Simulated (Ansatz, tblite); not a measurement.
Cost and result up the ladder for Ge₂Te (3 atoms). The state is a singlet with charge 0. Geometry: PBE0-D4/def2-TZVP.

Cartesian coordinates in Å:
```
Ge -0.116 -1.201 -0.843
Ge -0.507 -0.021 1.382
Te 0.623 1.222 -0.539
```

Ansatz on 4 threads of Intel Xeon Platinum 8488C on a shared host; xTB runs through tblite on one thread. Times are rough, summed over both states, and most runs start from the orbitals of an earlier one. RPA@PBE/def2-TZVP serves as the yardstick here, not as an exact answer. The other state is a triplet at its own geometry.

In the def2 sets Te takes a core potential; there is no spin–orbit coupling. The xTB rows come from tblite. B3LYP takes the VWN-RPA correlation. HSE06 is defined as in plane-wave codes, on full-range PBE exchange. Correlated methods freeze 22 core orbitals; core or outer-core shells of Ge, Te are correlated, in sets that lack core-valence functions. At PBE0-D4/def2-TZVP a singlet of charge 0 lies 0.73 eV below the triplet, each at its own geometry. The structure comes from a short search, and lower isomers may exist.

Correlated methods converge slowly with the basis.

xTB has no spin-polarisation term.

```csv
level,functions,wall time,triplet − singlet (eV),difference from RPA@PBE/def2-TZVP (eV)
GFN1-xTB,27,0.004 s,0.71,-0.10
GFN2-xTB,27,0.008 s,1.17,0.36
LDA (SPW92)/def2-TZVP,146,1.2 s,0.83,0.02
PBE-D4/def2-TZVP (with forces),146,2.1 s,0.72,-0.09
B3LYP-D4/def2-TZVP,146,3.7 s,0.78,-0.03
PBE0-D4/def2-TZVP,146,4 s,0.73,-0.08
MP2/def2-TZVP,146,4 s,0.93,0.12
HSE06-D4/def2-TZVP,146,4.2 s,0.72,-0.09
RPA@PBE/def2-TZVP,146,4.3 s,0.81,0.00
r2SCAN-D4/def2-TZVP,146,4.3 s,0.61,-0.20
r2SCANh-D4/def2-TZVP,146,6 s,0.61,-0.20
B97M-V/def2-TZVP,146,6.8 s,0.76,-0.05
```
